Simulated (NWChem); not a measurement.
# BNH₂BrF; SMILES NB(F)Br

```xyz
6

B     -0.0072     0.9478     0.0000
F     -1.1681     1.5916     0.0000
Br    -0.0324    -0.9831     0.0000
N      1.1948     1.6432     0.0000
H      2.0952     1.1863     0.0000
H      1.2230     2.6549     0.0000
```
Atoms are numbered in this order, from 1.

Computed with NWChem. Pople sets run with spherical d functions. Structure relaxed at the PBE0/def2-SVP level.

**Question.** Taking PBE0/6-311G** as the yardstick, which of these has the fewest basis functions while keeping “dipole (D)” within 0.05 D of it: PBE0/STO-3G; PBE0/6-31G*; PBE0/3-21G?

**Answer.** PBE0/6-31G*.
```
level          basis functions  dipole (D)
-------------  ---------------  ----------
PBE0/STO-3G                 35        2.89
PBE0/3-21G                  53        3.42
PBE0/6-31G*                 78        3.12
PBE0/6-311G**              110        3.09
```

The yardstick is one finite set, not the basis-set limit.
